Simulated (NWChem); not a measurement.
System: CBrClF₂; SMILES FC(F)(Cl)Br

```xyz
5

F     -1.1560     0.7645    -1.0823
C     -0.4080     0.5555     0.0000
F     -1.1560     0.7645     1.0823
Cl     0.9602     1.6994     0.0000
Br     0.1981    -1.3138     0.0000
```
Atoms are numbered in this order, from 1.

Results from NWChem. Structure relaxed at the B3LYP/6-31G* (spherical d) level.

Problem. Estimate the computed values for LRC-wPBEh/def2-SVP. Quantities: highest occupied level (eV); orbital gap (eV); dipole (D).

Solution. 
| Quantity | Result |
|---|---|
| highest occupied level (eV) | -10.69 |
| orbital gap (eV) | 11.13 |
| dipole (D) | 0.34 |
